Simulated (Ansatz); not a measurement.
Calculated with Ansatz (gas phase, PBE0-D4/def2-TZVP geometries, no zero-point term in ΔE). CBS: MP2 limit from def2 TZ/QZ plus the TZ coupled-cluster correction, frozen cores. This one scheme is used for every species. DFT in def2-TZVPP. One conformer a species, not always the lowest.

Reaction (substitution at a C–Si bond): `C#C[SiH2]F` + `[CH3][AlH][OH]` → `C#C[O][AlH][CH3]` + `F[SiH3]`

`C#C[SiH2]F`:

Cartesian coordinates in Å:
```
C 0.183 1.326 -1.438
C 0.069 0.514 -0.554
Si -0.072 -0.735 0.757
F -1.171 -0.264 1.814
H 0.282 2.047 -2.218
H -0.512 -2.022 0.177
H 1.220 -0.867 1.463
```

`[CH3][AlH][OH]`:

```xyz
8

C    -0.248   -0.835   -0.921
Al    0.180    0.173    0.681
O     0.152    1.870    0.576
H     0.606   -1.440   -1.244
H    -0.530   -0.182   -1.750
H    -1.072   -1.533   -0.741
H     0.556   -0.488    2.077
H     0.355    2.434    1.321
```

`C#C[O][AlH][CH3]`:

```xyz
10

C    -2.667   -0.290    0.637
C    -1.860   -0.172   -0.245
O    -1.015   -0.047   -1.200
Al    0.708    0.119   -1.180
C     1.604    0.134    0.533
H    -3.390   -0.395    1.408
H     1.303    0.241   -2.632
H     1.367   -0.772    1.100
H     1.259    0.977    1.140
H     2.690    0.205    0.439
```

`F[SiH3]`:

```xyz
5

F     1.397   -0.131    0.680
Si   -0.036    0.003   -0.018
H     0.132   -0.214   -1.474
H    -0.559    1.364    0.249
H    -0.934   -1.023    0.562
```

**Question.** Is it downhill or uphill in electronic energy at CCSD(T)/CBS, and by how much? (Estimate.)

**Answer.** Ansatz gave: Uphill: ΔE = +124.7 kJ/mol.

**Question.** What do these levels give: PBE-D4, r2SCAN-D4, r2SCAN0-D4, CAM-B3LYP-D4, B2PLYP, revPBE, r2SCANh, r2SCAN0, BHLYP, MP2/def2-SVP, SCS-MP2/def2-TZVPP, HF/CBS(def2)? (An estimate is asked.)

**Answer.** Computed: PBE-D4 101.6, r2SCAN-D4 109.6, r2SCAN0-D4 108.9, CAM-B3LYP-D4 105.4, B2PLYP 115.0, revPBE 104.3, r2SCANh 109.8, r2SCAN0 109.3, BHLYP 108.2, MP2/def2-SVP 101.4, SCS-MP2/def2-TZVPP 123.4, HF/CBS(def2) 107.8 kJ/mol.

Largest T1 diagnostic among the species: 0.013.

At CCSD(T), def2-SVP lies −27.9 kJ/mol from the extrapolated value and def2-TZVPP −3.6 kJ/mol. In def2-TZVPP, CCSD(T) changes the Hartree–Fock value by +13.0 kJ/mol (the triples alone add +0.8 kJ/mol) and MP2 by +18.1 kJ/mol. Leaving LDA and LC-ωPBE aside and taking each functional with its dispersion term where it has one, the values spread over 13.4 kJ/mol, from PBE-D4 to B2PLYP. LDA lies −10.7 kJ/mol from PBE without D4.
